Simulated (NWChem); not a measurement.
Everything below was run with NWChem. System: trisilylphosphine (H$_{9}$PSi$_{3}$), charge 0, spin multiplicity 1, at a geometry optimised with B3LYP/def2-SVP. Level: RHF/def2-SVP.

Output (cleaned and shortened):

```
             Northwest Computational Chemistry Package (NWChem) 7.3.0
             --------------------------------------------------------

                                NWChem Input Module
                                -------------------

 Scaling coordinates for geometry "geometry" by  1.889725989
 (inverse scale =  0.529177249)

 Turning off AUTOSYM since
 SYMMETRY directive was detected!

                             Geometry "geometry" -> ""
                             -------------------------

 Output coordinates in angstroms (scale by  1.889725989 to convert to a.u.)

  No.       Tag          Charge          X              Y              Z
 ---- ---------------- ---------- -------------- -------------- --------------
    1 Si                  14.0000    -1.01305900     0.17299000     1.73954100
    2 P                   15.0000     0.03557300    -0.85400800     0.00000000
    3 Si                  14.0000    -1.01305900     0.17299000    -1.73954100
    4 Si                  14.0000     1.99939200     0.29661400     0.00000000
    5 H                    1.0000    -2.42074600    -0.31768700     1.77855600
    6 H                    1.0000    -1.02407300     1.66416900     1.64713300
    7 H                    1.0000    -0.31540600    -0.22713200     2.99532400
    8 H                    1.0000    -2.42074600    -0.31768700    -1.77855600
    9 H                    1.0000    -0.31540600    -0.22713200    -2.99532400
   10 H                    1.0000    -1.02407300     1.66416900    -1.64713300
   11 H                    1.0000     2.76359000    -0.10323500    -1.21651600
   12 H                    1.0000     2.76359000    -0.10323500     1.21651600
   13 H                    1.0000     1.83381900     1.78158600     0.00000000

 Effective nuclear repulsion energy (a.u.)     341.5235393546

            Nuclear Dipole moment (a.u.)
            ----------------------------
        X                 Y               Z
 ---------------- ---------------- ----------------
    -0.0000377945     0.0000226767    -0.0000000000

      Symmetry information
      --------------------

 Group name             Cs
 Group number              2
 Group order               2
 No. of unique centers     8

      Symmetry unique atoms

     1    2    4    5    6    7   11   13


 Summary of "ao basis" -> "" (spherical)
 ------------------------------------------------------------------------------
       Tag                 Description            Shells   Functions and Types
 ---------------- ------------------------------  ------  ---------------------
 *                          def2-svp                  on all atoms

 Summary of "ao basis" -> "ao basis" (spherical)
 ------------------------------------------------------------------------------
       Tag                 Description            Shells   Functions and Types
 ---------------- ------------------------------  ------  ---------------------
 Si                         def2-svp                 8       18   4s3p1d
 P                          def2-svp                 8       18   4s3p1d
 H                          def2-svp                 3        5   2s1p

                                 NWChem SCF Module
                                 -----------------

  ao basis        = "ao basis"
  functions       =   117
  atoms           =    13
  closed shells   =    33
  open shells     =     0
  charge          =   0.00
  wavefunction    = RHF
  use symmetry    = T
  symmetry adapt  = T

 Summary of "ao basis" -> "ao basis" (spherical)
 ------------------------------------------------------------------------------
       Tag                 Description            Shells   Functions and Types
 ---------------- ------------------------------  ------  ---------------------
 Si                         def2-svp                 8       18   4s3p1d
 P                          def2-svp                 8       18   4s3p1d
 H                          def2-svp                 3        5   2s1p

      Symmetry analysis of basis
      --------------------------

        a'         68
        a"         49

 Forming initial guess at       0.0s

      Superposition of Atomic Density Guess
      -------------------------------------
[...]
             ----- ------------------- --------- --------- --------
                 1    -1212.3505391836  6.14D-01  1.31D-01      0.7
                 2    -1212.4003672740  1.74D-01  4.30D-02      0.7
                 3    -1212.4055121130  8.34D-03  2.22D-03      0.9
                 4    -1212.4055280339  3.67D-05  7.24D-06      1.1
                 5    -1212.4055280341  6.58D-09  1.79D-09      1.4

       Final RHF  results
       ------------------

         Total SCF energy =  -1212.405528034064
      One-electron energy =  -2360.467295873115
      Two-electron energy =    806.538228484415
 Nuclear repulsion energy =    341.523539354636

        Time for solution =      0.7s

       Symmetry analysis of molecular orbitals - final
       -----------------------------------------------

  Numbering of irreducible representations:

     1 a'          2 a"

  Orbital symmetries:

     1 a'          2 a'          3 a"          4 a'          5 a'
     6 a'          7 a'          8 a"          9 a'         10 a"
    11 a'         12 a'         13 a'         14 a"         15 a"
    16 a"         17 a'         18 a'         19 a'         20 a"
    21 a'         22 a'         23 a"         24 a'         25 a'
    26 a'         27 a"         28 a'         29 a"         30 a"
    31 a'         32 a"         33 a'         34 a'         35 a"
    36 a'         37 a"         38 a'         39 a'         40 a'
    41 a"         42 a'         43 a'

             Final eigenvalues
             -----------------

              1
    1  -79.8980
    2  -68.7757
    3  -68.7757
    4  -68.7757
    5   -7.4730
    6   -6.1461
    7   -6.1461
    8   -6.1461
    9   -5.3713
   10   -5.3713
   11   -5.3702
   12   -4.2565
   13   -4.2565
   14   -4.2565
   15   -4.2560
   16   -4.2560
   17   -4.2560
   18   -4.2559
   19   -4.2559
   20   -4.2559
   21   -0.8613
   22   -0.7235
   23   -0.7235
   24   -0.6569
   25   -0.5154
   26   -0.5078
   27   -0.5077
   28   -0.4889
   29   -0.4888
   30   -0.4844
   31   -0.4147
   32   -0.4147
   33   -0.3534
   34    0.1240
   35    0.1243
   36    0.1243
   37    0.1514
   38    0.1514
   39    0.1681
   40    0.2060
   41    0.2062
   42    0.2118
   43    0.2442

                       ROHF Final Molecular Orbital Analysis
                       -------------------------------------

 Vector   31  Occ=2.000000D+00  E=-4.147492D-01  Symmetry=a'
              MO Center=  2.4D-01, -3.4D-01, -3.3D-13, r^2= 4.6D+00
   Bfn.  Coefficient  Atom+Function         Bfn.  Coefficient  Atom+Function
  ----- ------------  ---------------      ----- ------------  ---------------
    29      0.355962   2 P  px               26      0.297451   2 P  px
    62     -0.221181   4 Si px               65     -0.204048   4 Si px
    23     -0.167434   2 P  px

 Vector   32  Occ=2.000000D+00  E=-4.146948D-01  Symmetry=a"
              MO Center= -2.2D-01, -3.6D-01,  2.8D-13, r^2= 4.6D+00
   Bfn.  Coefficient  Atom+Function         Bfn.  Coefficient  Atom+Function
  ----- ------------  ---------------      ----- ------------  ---------------
    31      0.356367   2 P  pz               28      0.297735   2 P  pz
    10     -0.182286   1 Si pz               46     -0.182286   3 Si pz
    13     -0.168992   1 Si pz               49     -0.168992   3 Si pz
    25     -0.167599   2 P  pz

 Vector   33  Occ=2.000000D+00  E=-3.533649D-01  Symmetry=a'
              MO Center=  2.6D-02, -6.3D-01,  6.0D-14, r^2= 3.3D+00
   Bfn.  Coefficient  Atom+Function         Bfn.  Coefficient  Atom+Function
  ----- ------------  ---------------      ----- ------------  ---------------
    30      0.561721   2 P  py               27      0.332866   2 P  py
    21     -0.264430   2 P  s                24     -0.194224   2 P  py

 Vector   34  Occ=0.000000D+00  E= 1.239739D-01  Symmetry=a'
              MO Center= -5.7D-03,  2.8D-01,  2.4D-13, r^2= 8.0D+00
   Bfn.  Coefficient  Atom+Function         Bfn.  Coefficient  Atom+Function
  ----- ------------  ---------------      ----- ------------  ---------------
    22      1.635135   2 P  s                30      0.721322   2 P  py
    65      0.723431   4 Si px               13      0.625991   1 Si pz
    49     -0.625991   3 Si pz               66      0.467346   4 Si py
    12      0.437848   1 Si py               48      0.437848   3 Si py
    11     -0.399533   1 Si px               47     -0.399533   3 Si px

 Vector   35  Occ=0.000000D+00  E= 1.242535D-01  Symmetry=a"
              MO Center=  4.0D-01,  1.8D-01,  7.8D-11, r^2= 6.8D+00
   Bfn.  Coefficient  Atom+Function         Bfn.  Coefficient  Atom+Function
  ----- ------------  ---------------      ----- ------------  ---------------
    67      0.934205   4 Si pz              104      0.666403  11 H  s
   109     -0.666403  12 H  s                74      0.605436   5 H  s
    89     -0.605436   8 H  s                11      0.504115   1 Si px
    47     -0.504115   3 Si px               12      0.473402   1 Si py
    48     -0.473402   3 Si py               79     -0.345026   6 H  s

 Vector   36  Occ=0.000000D+00  E= 1.242654D-01  Symmetry=a'
              MO Center= -4.1D-01,  1.5D-01, -7.9D-11, r^2= 6.8D+00
   Bfn.  Coefficient  Atom+Function         Bfn.  Coefficient  Atom+Function
  ----- ------------  ---------------      ----- ------------  ---------------
    84      0.737079   7 H  s                94      0.737079   9 H  s
    11     -0.634169   1 Si px               47     -0.634169   3 Si px
    13     -0.536621   1 Si pz               49      0.536621   3 Si pz
    66     -0.519363   4 Si py               74     -0.416807   5 H  s
    89     -0.416807   8 H  s               114      0.402438  13 H  s

 center of mass
 --------------
 x =   0.00294825 y =  -0.07057985 z =   0.00000000

 moments of inertia (a.u.)
 ------------------
         849.525801252942         -24.386913695666          -0.000000000000
         -24.386913695666        1444.286765654564           0.000000000000
          -0.000000000000           0.000000000000         849.470969712021

  Mulliken analysis of the total density
  --------------------------------------

    Atom       Charge   Shell Charges
 -----------   ------   -------------------------------------------------------
    1 Si  14    13.47   2.00  1.99  0.95  0.18  5.94  1.22  0.99  0.21
    2 P   15    15.58   2.00  1.99  1.09  0.71  5.94  1.45  2.32  0.08
    3 Si  14    13.47   2.00  1.99  0.95  0.18  5.94  1.22  0.99  0.21
    4 Si  14    13.47   2.00  1.99  0.95  0.18  5.94  1.22  0.99  0.21
    5 H    1     1.11   0.74  0.36  0.01
    6 H    1     1.12   0.74  0.37  0.01
    7 H    1     1.11   0.74  0.36  0.01
    8 H    1     1.11   0.74  0.36  0.01
    9 H    1     1.11   0.74  0.36  0.01
   10 H    1     1.12   0.74  0.37  0.01
   11 H    1     1.11   0.74  0.36  0.01
   12 H    1     1.11   0.74  0.36  0.01
   13 H    1     1.12   0.74  0.37  0.01

       Multipole analysis of the density wrt the origin
       ------------------------------------------------

     L   x y z        total         open         nuclear
     -   - - -        -----         ----         -------
     0   0 0 0     -0.000000      0.000000     66.000000

     1   1 0 0     -0.014075      0.000000     -0.000038
     1   0 1 0      0.349579      0.000000      0.000023
     1   0 0 1      0.000000      0.000000     -0.000000

     2   2 0 0    -45.101118      0.000000    419.154404
     2   1 1 0      0.116482      0.000000     13.960726
     2   1 0 1     -0.000000      0.000000      0.000000
     2   0 2 0    -47.895502      0.000000     78.737992
     2   0 1 1     -0.000000      0.000000      0.000000
     2   0 0 2    -45.091507      0.000000    419.187428

 Task  times  cpu:        1.4s     wall:        1.4s

 Total times  cpu:        1.4s     wall:        1.4s
```

Write an NWChem input that would produce this output.

One answer among several that fit: 
```
start mol
memory heap 200 mb stack 900 mb global 1100 mb
geometry units angstroms nocenter noautoz
  Si    -1.013059     0.172990     1.739541
  P      0.035573    -0.854008     0.000000
  Si    -1.013059     0.172990    -1.739541
  Si     1.999392     0.296614     0.000000
  H     -2.420746    -0.317687     1.778556
  H     -1.024073     1.664169     1.647133
  H     -0.315406    -0.227132     2.995324
  H     -2.420746    -0.317687    -1.778556
  H     -0.315406    -0.227132    -2.995324
  H     -1.024073     1.664169    -1.647133
  H      2.763590    -0.103235    -1.216516
  H      2.763590    -0.103235     1.216516
  H      1.833819     1.781586     0.000000
  symmetry group Cs
end
basis spherical
  * library def2-svp
end
scf
  rhf
  nopen 0
  maxiter 100
  thresh 1e-7
  semidirect memsize 60000000 filesize 0
end
task scf energy
```
